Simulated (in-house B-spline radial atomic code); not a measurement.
A radial electron density 4πr²n(r) was computed for an atom or ion in its tabulated ground configuration with a B-spline radial code for spherical atoms; method: Dirac-Hartree-Fock, average of configuration. Columns: r (bohr), 4πr²n(r) (electrons per bohr), bar.

```
0.000387    2.528 #
0.000447    3.177 #
0.000518    4.004 ##
0.000599    5.017 ##
0.000692    6.261 ###
0.000801    7.815 ###
0.000926    9.706 ####
 0.00107    12.01 #####
 0.00124    14.85 ######
 0.00143    18.17 ########
 0.00166    22.32 #########
 0.00192    27.11 ###########
 0.00222     32.7 ##############
 0.00257     39.2 ################
 0.00297    46.47 ###################
 0.00343    54.48 #######################
 0.00397    63.27 ##########################
 0.00459    72.39 ##############################
 0.00531    81.54 ##################################
 0.00614    90.11 ######################################
 0.00711    97.53 #########################################
 0.00822    102.9 ###########################################
 0.00951    105.4 ############################################
   0.011    104.6 ############################################
  0.0127    99.98 ##########################################
  0.0147    91.67 ######################################
   0.017    80.56 ##################################
  0.0197    67.91 ############################
  0.0228    55.99 #######################
  0.0263     46.9 ####################
  0.0305    41.66 #################
  0.0352    40.93 #################
  0.0407    43.37 ##################
  0.0471    46.62 ###################
  0.0545    47.77 ####################
  0.0631    44.76 ###################
  0.0729    37.44 ################
  0.0844    27.26 ###########
  0.0976    17.04 #######
   0.113    8.882 ####
   0.131    3.748 ##
   0.151    1.309 #
   0.175   0.3375 
   0.202  0.06722 
   0.234 0.009089
```

Q: Which atom or ion is it?
A. Hg75+
B. Hg76+
C. Tl75+
D. Au75+

A: A. The area under the curve, ∫4πr²n dr = ∫r·4πr²n d(ln r) on this logarithmic grid, is 5 electrons, which only this option has. The configuration is [He] 2s2 2p1.
